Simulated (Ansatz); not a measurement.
C$_{2}$H$_{5}$BrSi (`[SiH3]/C=C/Br`), relaxed with RKS PBE-D4/def2-SVP in Ansatz from a rough embedded geometry. The force threshold is 0.03 eV/Å; the program also tests the step.

Total charge 0; spin multiplicity 1.

Start:

```xyz
9

Si   -1.121   -0.206   -0.647
C     0.534   -0.333   -0.023
C     1.080    0.524    0.821
Br    2.781    0.357    1.586
H    -1.928   -1.407   -0.354
H    -1.862    0.980   -0.144
H    -1.103   -0.083   -2.152
H     1.070   -1.173   -0.354
H     0.549    1.340    1.266
```

```csv
step,energy (eV),largest force (eV/Å),largest move (Å)
1,-80048.3943,1.986,0.000
2,-80048.5866,1.037,0.106
3,-80048.6218,0.648,0.121
4,-80048.6433,0.436,0.068
5 (rejected),-80048.6355,0.360,0.042
6,-80048.6525,0.147,0.021
7,-80048.6567,0.031,0.043
8,-80048.6569,0.013,0.017
```

End:

```xyz
9

Si   -1.180   -0.204   -0.698
C     0.562   -0.378   -0.017
C     1.066    0.503    0.865
Br    2.814    0.396    1.598
H    -2.003   -1.420   -0.364
H    -1.819    1.016   -0.095
H    -1.150   -0.066   -2.197
H     1.194   -1.223   -0.345
H     0.516    1.376    1.252
```

Hardware: 4 threads of an Arm Neoverse N1 on a shared host. Wall time 15 s, peak host memory 0.15 GiB.
